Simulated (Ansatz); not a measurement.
**Question.** Name a neutral molecule of C, Cl, Ge and H with size of the dipole moment (B3LYP/def2-TZVPP) between 2.85 and 3.15 D and LUMO energy (ωB97M-V/def2-TZVPP) between 1.70 and 2.00 eV (Ansatz, PBE0-D4/def2-TZVP geometry).

**Answer.** `[CH3][Ge]([CH3])([Cl])[Cl]` (3.09 D, 1.99 eV). Other molecules can fit too; these were computed, each in one conformer that needn't be the lowest.

B3LYP here is the variant with VWN-RPA as its local correlation; programs differ in this.
